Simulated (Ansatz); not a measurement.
```yaml
crystal:
  periodic: [false, false, false]
  atoms:
    - {symbol: C, position_ang: [-4.937001, 0.648185, -1.253445]}
    - {symbol: C, position_ang: [-3.421105, 0.488864, -1.128676]}
    - {symbol: C, position_ang: [-2.992383, -0.929128, -0.731658]}
    - {symbol: C, position_ang: [-1.475628, -1.148983, -0.655737]}
    - {symbol: C, position_ang: [-0.760518, -0.352912, 0.441476]}
    - {symbol: C, position_ang: [0.740753, -0.638389, 0.523075]}
    - {symbol: C, position_ang: [1.457021, 0.153669, 1.622744]}
    - {symbol: C, position_ang: [2.975764, -0.096791, 1.680711]}
    - {symbol: Si, position_ang: [3.965859, 0.611329, 0.253994]}
    - {symbol: O, position_ang: [5.582840, 0.154573, 0.355625]}
    - {symbol: O, position_ang: [3.715735, 2.264059, 0.329182]}
    - {symbol: O, position_ang: [3.510835, 0.122411, -1.286074]}
    - {symbol: H, position_ang: [-5.221397, 1.680460, -1.542372]}
    - {symbol: H, position_ang: [-5.446884, 0.418105, -0.294039]}
    - {symbol: H, position_ang: [-5.354463, -0.040098, -2.018658]}
    - {symbol: H, position_ang: [-2.934402, 0.756934, -2.093712]}
    - {symbol: H, position_ang: [-3.034401, 1.220757, -0.386236]}
    - {symbol: H, position_ang: [-3.451126, -1.187415, 0.250753]}
    - {symbol: H, position_ang: [-3.426212, -1.649040, -1.461297]}
    - {symbol: H, position_ang: [-1.017844, -0.902348, -1.640984]}
    - {symbol: H, position_ang: [-1.275800, -2.232148, -0.497400]}
    - {symbol: H, position_ang: [-0.909460, 0.737453, 0.277904]}
    - {symbol: H, position_ang: [-1.236348, -0.575517, 1.424538]}
    - {symbol: H, position_ang: [0.899972, -1.727927, 0.697199]}
    - {symbol: H, position_ang: [1.217094, -0.422642, -0.458426]}
    - {symbol: H, position_ang: [1.273744, 1.240573, 1.473219]}
    - {symbol: H, position_ang: [0.999565, -0.097974, 2.605644]}
    - {symbol: H, position_ang: [3.188461, -1.187010, 1.751673]}
    - {symbol: H, position_ang: [3.400504, 0.352070, 2.606813]}
    - {symbol: H, position_ang: [5.977574, 0.254884, 1.238878]}
    - {symbol: H, position_ang: [3.992326, 2.739626, -0.473827]}
    - {symbol: H, position_ang: [3.996917, -0.655631, -1.610898]}
basis:
  gaussian: {orbitals: 6-31G}
hamiltonian: {xc: {name: r2SCANh}}
scf: {omitted_lower_state_checks: [starts]}
output: {forces: true}
```

```sh
$ ansatz run in.yaml --threads 4 --pin off --events-out ev --progress --plain --max-ram 6963MiB
```

Shortened log:

```
Functional definition: r2SCANh
2021 factors; integrals over basis functions are off by at most 2.5e-4 eV
mean field evaluation 1: about -22607.1220 eV, gradient 1.0e2 eV
mean field evaluation 2: about -22590.8698 eV, gradient 1.4e2 eV
mean field evaluation 4: about -22629.1188 eV, gradient 4.1e0 eV
mean field evaluation 8: about -22629.3971 eV, gradient 2.5e-1 eV
mean field evaluation 16: about -22629.3972 eV, gradient 3.7e-5 eV
mean field -22629.39722064 eV, -831.6150091020 hartree, gradient 4.0e-5 eV, S^2 0.000000; 0 other end points of the search recorded, 0 dependent functions left out
reference -22629.39723414 eV, -831.6150095983 hartree; 53, 53 occupied and 99, 99 virtual orbitals, 2021 factors
Total energy: -22629.39723414 eV, -831.6150095983 hartree
Atom 0 at    -4.937001     0.648185    -1.253445 Å, force    -0.556950    -0.006969    -0.032353 eV/Å
Atom 1 at    -3.421105     0.488864    -1.128676 Å, force     0.449742     0.467251    -0.092087 eV/Å
Atom 2 at    -2.992383    -0.929128    -0.731658 Å, force    -0.437088    -0.399773     0.164493 eV/Å
Atom 3 at    -1.475628    -1.148983    -0.655737 Å, force     0.351978    -0.340422    -0.399723 eV/Å
Atom 4 at    -0.760518    -0.352912     0.441476 Å, force    -0.328426     0.472627     0.426250 eV/Å
Atom 5 at     0.740753    -0.638389     0.523075 Å, force     0.368626    -0.466224    -0.439537 eV/Å
Atom 6 at     1.457021     0.153669     1.622744 Å, force    -0.307103     0.455059     0.298088 eV/Å
Atom 7 at     2.975764    -0.096791     1.680711 Å, force     0.265041    -0.407822     0.553992 eV/Å
Atom 8 at     3.965859     0.611329     0.253994 Å, force    -1.390707    -0.415377     1.004989 eV/Å
Atom 9 at     5.582840     0.154573     0.355625 Å, force     0.891366    -0.162578     0.535658 eV/Å
Atom 10 at     3.715735     2.264059     0.329182 Å, force     0.156895     0.945015    -0.470210 eV/Å
Atom 11 at     3.510835     0.122411    -1.286074 Å, force     0.218666    -0.643701    -0.779636 eV/Å
Atom 12 at    -5.221397     1.680460    -1.542372 Å, force     0.157855    -0.426280     0.120723 eV/Å
Atom 13 at    -5.446884     0.418105    -0.294039 Å, force     0.246089     0.090748    -0.376245 eV/Å
Atom 14 at    -5.354463    -0.040098    -2.018658 Å, force     0.212063     0.273334     0.305416 eV/Å
Atom 15 at    -2.934402     0.756934    -2.093712 Å, force    -0.201072    -0.127450     0.350422 eV/Å
Atom 16 at    -3.034401     1.220757    -0.386236 Å, force    -0.172770    -0.302532    -0.260606 eV/Å
Atom 17 at    -3.451126    -1.187415     0.250753 Å, force     0.185820     0.123700    -0.346318 eV/Å
Atom 18 at    -3.426212    -1.649040    -1.461297 Å, force     0.178820     0.282317     0.242935 eV/Å
Atom 19 at    -1.017844    -0.902348    -1.640984 Å, force    -0.183094    -0.051386     0.364752 eV/Å
Atom 20 at    -1.275800    -2.232148    -0.497400 Å, force    -0.088177     0.392618    -0.024983 eV/Å
Atom 21 at    -0.909460     0.737453     0.277904 Å, force     0.072680    -0.410054     0.020808 eV/Å
Atom 22 at    -1.236348    -0.575517     1.424538 Å, force     0.175622     0.044630    -0.353867 eV/Å
Atom 23 at     0.899972    -1.727927     0.697199 Å, force    -0.081656     0.385419    -0.023410 eV/Å
Atom 24 at     1.217094    -0.422642    -0.458426 Å, force    -0.207309    -0.025969     0.360431 eV/Å
Atom 25 at     1.273744     1.240573     1.473219 Å, force     0.099875    -0.417209     0.032895 eV/Å
Atom 26 at     0.999565    -0.097974     2.605644 Å, force     0.233344     0.050834    -0.360786 eV/Å
Atom 27 at     3.188461    -1.187010     1.751673 Å, force    -0.146675     0.408556    -0.026710 eV/Å
Atom 28 at     3.400504     0.352070     2.606813 Å, force    -0.224562    -0.147139    -0.333106 eV/Å
Atom 29 at     5.977574     0.254884     1.238878 Å, force     0.448810    -0.176865    -0.219219 eV/Å
Atom 30 at     3.992326     2.739626    -0.473827 Å, force    -0.176039     0.455665     0.193858 eV/Å
Atom 31 at     3.996917    -0.655631    -1.610898 Å, force    -0.211664     0.079977    -0.436915 eV/Å
Dipole moment:     0.221426    -0.233100     0.228215 e Å
Checks for a lower state left out: starts
```

It took 8.5 s on 4 threads of Arm Neoverse V2 on a shared host.
